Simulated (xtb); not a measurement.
AlBr2, SMILES [Br][Al+][Br], charge +1. All values are semi-empirical tight-binding results from xtb (GFN2-xTB unless named), good for trends rather than for accurate numbers. The structure is a stationary point at GFN2-xTB. The spin state was assumed, not searched. The isomer is the one that the SMILES or the coordinates give; other isomers of the formula were not compared.

Optimised geometry:

```xyz
3

Al     0.0000     0.0000     0.0000
Br     0.0000     0.0000    -2.2090
Br     0.0000     0.0000     2.2090
```
Charge +1, spin multiplicity 1.

For metal compounds this method's bond lengths and energies can be far off.

Computed properties:
```yaml
point_group_as_xtb_finds_it: D∞h
orbital_gap: 3.25 eV
zero_point_energy: 1.8 kcal/mol
G − E(el) at 298.15 K (modified RRHO): -15.0 kcal/mol
```

### Question
Give the atomic charges and the Wiberg bond orders between heavy atoms. (An estimate is asked for; the answer gives what the named calculation found.)

### Answer
charges (e) Al1 0.57, Br2 0.21, Br3 0.21. Bond orders Al1–Br2 1.71, Al1–Br3 1.71.
